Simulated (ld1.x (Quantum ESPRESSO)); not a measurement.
## Varying the PAW potential for vanadium (V)

Base potential:

V (Z = 23), PAW, made with ld1.x (Quantum ESPRESSO) 7.5 (LDA (PZ), scalar-relativistic). Core [Ar], reference 3d3 4s0 4p0 (charge +2). Waves: 4s (bound, empty): rcut 2.15, rcutus 2.70 bohr; 4s channel at 3.2 Ry: rcut 2.15, rcutus 2.70 bohr; 4p (bound, empty): rcut 2.10, rcutus 2.50 bohr; 4p channel at 4.2 Ry: rcut 2.10, rcutus 2.50 bohr; 3d (bound): rcut 1.60, rcutus 1.95 bohr; 3d channel at -1.25 Ry: rcut 1.60, rcutus 1.95 bohr. Local part: all-electron potential smoothed inside 2.55 bohr (lloc = -2). Core correction: a·sin(br)/r model core, default radius (core density twice the valence density). Augmentation charge: BESSEL, radius 1.35 bohr.

All-electron outer shells of the reference configuration (LDA (PZ), scalar-relativistic, ld1.x):

```
shell  level (eV)  outermost node (bohr)  outermost maximum (bohr)
   3p      -60.57                   0.35                      0.84
   3d      -21.59                      –                      0.88
   4s      -17.89                   1.16                      2.43
   4p      -12.94                   1.27                      2.86
```

Cutoffs, loose and tight: the cutoffs (Ry, on a coarse ladder) from which the occupation-weighted sum of valence levels, in a spherical-Bessel basis at the reference potential, stays within 10 and 1 mRy of its value at 400 Ry. They do not see the model core or the augmentation charge, which bear on the density cutoff. Test errors are all-electron minus pseudo excitation energies from the reference, over the configurations 3d3 4s2 4p0; 3d3 4s1 4p0; 3d2 4s0 4p0; 3d2 4s2 4p1; 3d3 4s1 4p1; 3d4 4s1 4p0; 3d2 4s2 4p0 (two spin-polarised tests are not counted in the largest error). A dash means not determined; rows that change the core or the reference have their own tests. The largest error is taken over the tests solved by every variant that gives reliable tests at all: 3d2 4s0 4p0; 3d2 4s2 4p0; 3d2 4s2 4p1; 3d3 4s1 4p0; 3d3 4s1 4p1; 3d3 4s2 4p0; 3d4 4s1 4p0.

The default core radius of the base comes out at 1.51 bohr.

```csv
change,outcome,"cutoff, loose","cutoff, tight",bound ghosts,largest test error (meV)
base,generated,25 Ry,40 Ry,none,-502
"waves 4p (bound): rcut 2.10, rcutus 2.32 bohr; 4p channel at 4.2 Ry: rcut 2.10, rcutus 2.32 bohr",generated,25 Ry,40 Ry,none,-502
core correction a·sin(br)/r model core inside 1.88 bohr,generated,25 Ry,40 Ry,none,-502
"waves 4s (bound): rcut 2.15, rcutus 2.48 bohr; 4s channel at 3.2 Ry: rcut 2.15, rcutus 2.48 bohr",generated,25 Ry,40 Ry,none,-502
reference 3d3 4s2 4p0,generated,25 Ry,40 Ry,none,-2968 over the solved tests; test run stopped at test 8 of 9 (negative rho)
"augmentation PSQ, inside the norm-conserving radii",generated,25 Ry,40 Ry,none,test run stopped at test 1 of 9 (negative rho)
functional PBE,generated,25 Ry,40 Ry,none,-497
```
